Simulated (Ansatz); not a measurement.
`P[SeH]` + `BN[SiH2]F` → `F[SiH2]NP` + `B[SeH]` at 700 K and 1 bar (redistribution).

Program: Ansatz. Geometries: PBE0-D4/def2-TZVP. ΔE: electronic, gas phase. CCSD(T)/CBS is the MP2 limit (def2-TZVPP, def2-QZVPP) plus CCSD(T) − MP2 in def2-TZVPP, frozen cores. For Se outer-core shells are correlated without core-valence functions, which leaves a few kJ/mol of doubt a bond. Scalar relativity is left out up to krypton. Each species was taken in one conformer, which may not be the lowest.

```
    species  CCSD(T)/CBS energy (Eh)  H − E (kJ/mol)  S (J/(mol·K))
   `P[SeH]`              -2743.44381           108.6          338.4
`BN[SiH2]F`               -471.49877           220.1          409.3
`F[SiH2]NP`               -787.60797           213.8          435.6
   `B[SeH]`              -2427.30556           113.4          312.4
```

H − E and S are ideal-gas, rigid-rotor, harmonic terms from PBE0-D4/def2-TZVP, for one conformer and one mirror image of each species. 1 Eh = 2625.50 kJ/mol, R = 8.31446 J/(mol·K).

By hand: ΔE, ΔH, ΔS and ΔG.

ΔE = (-787.60797) + (-2427.30556) − (-2743.44381) − (-471.49877) = 0.02905 Eh = 76.3 kJ/mol. Δ(H − E) = 213.8 + 113.4 − 108.6 − 220.1 = -1.5, so ΔH = 74.8 kJ/mol. ΔS = 435.6 + 312.4 − 338.4 − 409.3 = 0.3 J/(mol·K). ΔG = 74.8 − 700 × (0.3)/1000 = 74.6 kJ/mol.

By hand: the equilibrium constant, and the temperature at which ΔG would vanish if ΔH and ΔS stayed fixed.

log₁₀ K = −ΔG/(RT ln 10) = -5.6. ΔG = 0 at ΔH/ΔS = 249333 K, far beyond where these terms or the molecules hold.

The number of gas molecules stays the same, so ΔS is small and ΔH decides. A doubt of 5 kJ/mol in ΔE shifts log₁₀ K by 0.4 here. Other conformers and mirror images would add mixing entropy, several J/(mol·K) or more a flexible species. These are equilibria of isolated gas molecules and say nothing of rates. Largest T1 diagnostic: 0.013 (customary marks: 0.02 for closed shells, 0.045 for open ones).
